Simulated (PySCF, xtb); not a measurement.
Complex: HCl (SMILES Cl) (first 2 atoms) with C2H6O (SMILES CCO); geometry from B3LYP-D3(BJ)/def2-TZVP, rigid monomers moved along the line of their centres of mass till H2···O5 is 3.12 Å.
(charge 0, multiplicity 1):
```xyz
11

Cl     0.79746     0.13763    -0.34275
H      0.13753    -0.23835     0.73027
C      0.48057     0.91763     4.92239
C      0.16297    -0.54631     4.68870
O     -0.82323    -0.74006     3.65999
H      1.25432     1.01883     5.68618
H     -0.40207     1.46055     5.27142
H      0.83651     1.38723     4.00496
H      1.04266    -1.08393     4.33594
H     -0.17838    -1.02910     5.60927
H     -1.61323    -0.23263     3.88035
```

Counterpoise-corrected where a basis set is named; no monomer relaxation. Rows marked so take none.

Rows in 6-31G* carry no dispersion term and start afresh at each structure (6-31G* with six Cartesian d functions). MP2/6-31G* freezes PySCF's default core.

Codes used: PySCF for 6-31G* rows; xtb for the GFN methods. Values without a source in brackets are computed.

**Question.** One of these levels gives -7.8 kJ/mol for the interaction energy. Name it.
(A) BP86/6-31G* (no counterpoise)
(B) MP2/6-31G* (no counterpoise)
(C) GFN-FF

**Answer.** C, GFN-FF. The others give -10.1 (BP86/6-31G* (no counterpoise)), -12.1 (MP2/6-31G* (no counterpoise))
